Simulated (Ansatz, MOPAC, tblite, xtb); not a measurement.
Interaction energy of Br2Ge ··· HCl (SMILES [Br][Ge][Br] and Cl). Monomers: optimised at B3LYP-D3(BJ) (def2-TZVP), held rigid. Orientation: lowest of the rigid-body minima from ten starts at GFN2-xTB. The monomers approach along the line of their centres of mass (distance R); nothing else relaxes.

Levels: GFN2-xTB (tblite); PM7, restricted, heats of formation (MOPAC); GFN1-xTB (xtb); CCSD(T)/aug-cc-pVDZ = CCSD(T) on RHF/aug-cc-pVDZ, cores with 3d frozen, counterpoise-corrected in Ansatz (a quantum-chemistry and plane-wave program).

Interaction energies in kJ/mol; the last columns give the difference from CCSD(T):

```csv
R / Å,GFN2-xTB,PM7,GFN1-xTB,CCSD(T)/aug-cc-pVDZ,GFN2-xTB − CCSD(T)/aug-cc-pVDZ,PM7 − CCSD(T)/aug-cc-pVDZ,GFN1-xTB − CCSD(T)/aug-cc-pVDZ
2.79,-44.76,-80.69,-21.04,16.09,-60.85,-96.78,-37.13
2.98,-48.39,-71.44,-22.04,2.07,-50.46,-73.51,-24.11
3.15,-46.32,-59.37,-20.75,-4.64,-41.67,-54.72,-16.11
3.42,-38.54,-40.65,-17.82,-9.13,-29.41,-31.52,-8.69
3.65,-31.03,-28.33,-15.33,-9.81,-21.22,-18.52,-5.52
3.99,-21.43,-16.61,-11.98,-8.64,-12.79,-7.97,-3.34
4.46,-12.47,-8.53,-8.16,-6.07,-6.39,-2.46,-2.09
5.19,-5.68,-3.89,-4.10,-3.15,-2.53,-0.74,-0.95
6.16,-2.46,-2.09,-1.50,-1.40,-1.07,-0.69,-0.10
7.49,-1.07,-1.16,-0.46,-0.58,-0.49,-0.58,0.12
```

GFN2-xTB is furthest from CCSD(T)/aug-cc-pVDZ at 2.79 (-60.85 kJ/mol, below); its mean absolute difference over the points is 22.69 kJ/mol.

PM7 is furthest from CCSD(T)/aug-cc-pVDZ at 2.79 (-96.78 kJ/mol, below); its mean absolute difference over the points is 28.75 kJ/mol.

GFN1-xTB is furthest from CCSD(T)/aug-cc-pVDZ at 2.79 (-37.13 kJ/mol, below); its mean absolute difference over the points is 9.82 kJ/mol.
